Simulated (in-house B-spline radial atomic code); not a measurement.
Checks on a self-consistent run for Co VIII (Co7+), [Ne] 3s2 (3p1/2)1 (3p3/2)4 (3d3/2)2 (3d5/2)1. Level of theory: Dirac-Hartree-Fock, average of the jj configuration, Fermi nucleus of rms radius 3.7875 fm; calculated with a radial B-spline atomic code at the basis-set limit.

```json
{"orbital": "1s1/2", "q": "2", "ε (Eh)": "-291.64558", "<1/r>": "27.0379", "<r²>": "0.00424201", "small-component weight": "0.0094541"}
{"orbital": "2s1/2", "q": "2", "ε (Eh)": "-41.19633", "<1/r>": "5.88058", "<r²>": "0.0757968", "small-component weight": "0.0017792"}
{"orbital": "2p1/2", "q": "2", "ε (Eh)": "-36.31691", "<1/r>": "5.7852", "<r²>": "0.0608665", "small-component weight": "0.0017357"}
{"orbital": "2p3/2", "q": "4", "ε (Eh)": "-35.77712", "<1/r>": "5.69236", "<r²>": "0.0618684", "small-component weight": "0.0017201"}
{"orbital": "3s1/2", "q": "2", "ε (Eh)": "-9.62793", "<1/r>": "1.93963", "<r²>": "0.6073", "small-component weight": "0.00042812"}
{"orbital": "3p1/2", "q": "1", "ε (Eh)": "-8.20296", "<1/r>": "1.85084", "<r²>": "0.635114", "small-component weight": "0.00040059"}
{"orbital": "3p3/2", "q": "4", "ε (Eh)": "-7.95106", "<1/r>": "1.81377", "<r²>": "0.651242", "small-component weight": "0.00038823"}
{"orbital": "3d3/2", "q": "2", "ε (Eh)": "-5.66356", "<1/r>": "1.63325", "<r²>": "0.676814", "small-component weight": "0.00032336"}
{"orbital": "3d5/2", "q": "1", "ε (Eh)": "-5.72536", "<1/r>": "1.62863", "<r²>": "0.676647", "small-component weight": "0.0003221"}
```

Electron-electron repulsion V_ee = 416.7678 hartree.

(1) What total energy follows from the eigenvalues?

(2) Does the Dirac virial theorem hold?

(3) What diamagnetic shielding (Lamb formula) and susceptibility (Langevin formula) do the radii give?

## Answers

(1) The eigenvalues count the repulsion twice, so E = Σqε - V_ee = -957.742 - 416.768 = -1374.509 hartree; the run printed -1374.509.

(2) For a point nucleus E = -2c²Σq·w, with w the small-component weight. Here Σq·w = 0.036597 and c = 137.0360, so the ratio E/(-2c²Σq·w) is 1.000007; the finite nucleus accounts for the departure from 1.

(3) σ = (α²/3)Σq<1/r> = 118.057/(3·137.036²) = 2095.6 ppm, and χ = -0.79199×10⁻⁶·Σq<r²> = -5.555×10⁻⁶ cm³/mol with Σq<r²> = 7.0142 bohr². Both are non-relativistic formulas without the paramagnetism of open shells.
